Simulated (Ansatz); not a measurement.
Reaction (ligand exchange at the Hf–Cl bond): `[F][Hf]([F])([Cl])[Cl]` + NH₃ → `[NH2][Hf]([F])([F])[Cl]` + HCl

Isolated molecules relaxed with PBE0-D4/def2-TZVP in Ansatz; ΔE leaves out vibrations. CCSD(T)/CBS is the MP2 limit (def2-TZVPP, def2-QZVPP) plus CCSD(T) − MP2 in def2-TZVPP, frozen cores. This one scheme is used for every species. Functionals use def2-TZVPP. def2 core potentials past Kr. For Hf outer-core shells are correlated without core-valence functions, which leaves a few kJ/mol of doubt a bond. One conformer a species, not always the lowest.

```json
{"level": "LDA (SPW92)", "ΔE (kcal/mol)": "19.8"}
{"level": "HF/def2-QZVPP", "ΔE (kcal/mol)": "23.4"}
```

**Question.** What does CCSD(T)/CBS give? (Estimate.)

**Answer.** The calculation gave: +21.3 kcal/mol. The listed levels differ from it by -1.5, 2.1 kcal/mol.

Largest T1 diagnostic among the species: 0.015.

Leaving LDA and LC-ωPBE aside and taking each functional with its dispersion term where it has one, the values, not all of them listed here, spread over 2.9 kcal/mol, from CAM-B3LYP-D4 to B97M-V. LDA lies −1.3 kcal/mol from PBE without D4. From BLYP to BHLYP (50 % exact exchange), in def2-TZVPP and without D4, ΔE moves by +1.1 kcal/mol. In def2-TZVPP, CCSD(T) changes the Hartree–Fock value by −2.5 kcal/mol (the triples alone add +0.2 kcal/mol) and MP2 by −1.9 kcal/mol.
